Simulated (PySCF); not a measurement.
revPBE on Ar+ (argon, charge +1)

Configuration: [Ne] 3s1 3p5 4s1, high-spin 4P determinant (an excited configuration). Computed with PySCF 2.14 in dyall-acv3z (19s12p6d4f, 113 functions), with the spin-free X2C one-electron Hamiltonian (Gaussian nucleus).

* Total energy: -527.5632 hartree
* One-electron energy: -716.1065 hartree
* Hartree (Coulomb) energy: 218.8521 hartree
* Exchange-correlation energy: -30.3088 hartree
* ⟨S²⟩: 3.7516
* ⟨L²⟩: 2.021
* Sum of ⟨r⟩: 15.74 bohr
* Sum of ⟨r²⟩: 32.29 bohr²
* Traceless quadrupole moment −½Σ⟨3z² − r²⟩ along its main axis: 0.781 e·bohr²
* Langevin diamagnetic susceptibility: -25.6 ×10⁻⁶ cm³/mol

```
shell  electrons  mean orbital energy (eV)  spread (eV)  rms radius, mean of both spins (bohr)
 1s α          1                   -3143.2            0                                 0.0992
 1s β          1                   -3142.7            0                                 0.0992
 2s α          1                   -320.33            0                                  0.450
 2s β          1                   -319.77            0                                  0.450
 2p α          3                   -253.20        0.852                                  0.419
 2p β          3                   -252.54        0.308                                  0.419
 3s α          1                   -44.754            0                                   1.42
 3p α          3                   -29.487        1.859                                   1.60
 3p β          2                   -26.859            0                                   1.60
 4s α          1                    -8.583            0                                   4.01
```

The outer electron is Rydberg-like, and this basis confines it to a smaller radius and binds it less than a complete one would.

Densities and radii are taken from the X2C orbitals without a picture-change correction, which distorts them close to the nucleus.
